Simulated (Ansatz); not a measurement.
Reactions of BFGeH₄O (`FB[O][GeH3]`).

Program: Ansatz. Geometries: PBE0-D4/def2-TZVP. ΔE: electronic, gas phase. CCSD(T)/CBS adds triple-zeta CCSD(T) − MP2 to the extrapolated MP2 energy (def2 sets, frozen cores). This one scheme is used for every species, atoms too. Functionals use def2-TZVPP. Open shells (•) are unrestricted, without spin–orbit coupling. Spin–orbit coupling would lower the free atoms: a little for B, F, O; clearly for Ge. Bonds to Ge are less sure, by a few kJ/mol each and by 10 to 20 or more in all where they break to atoms, as the def2 sets lack core-valence functions. Scalar relativity is left out up to krypton. Each species was taken in one conformer, which may not be the lowest.

```csv
reaction,CCSD/CBS(def2) (kJ/mol),ωB97X-V (kJ/mol),r2SCAN-D4 (kJ/mol)
`FB[O][GeH3]` + trimethylsilanol → `C[Si](C)(C)OBF` + `[OH][GeH3]`,-1,-2,-1
`FB[O][GeH3]` + H₂O → `OBF` + `[OH][GeH3]`,9,5,4
`FB[O][GeH3]` → B• + F• + Ge• + 4 H• + O•,2844,2887,2891
`FB[O][GeH3]` → `B[O][GeH2][F]`,88,85,91
```

Question: Give the CCSD(T)/CBS values in the same order. (An estimate is asked.)

Answer: The calculation gave: -1, 9, 2882, 87 kJ/mol.

Largest T1 diagnostic: 0.014, for B•.
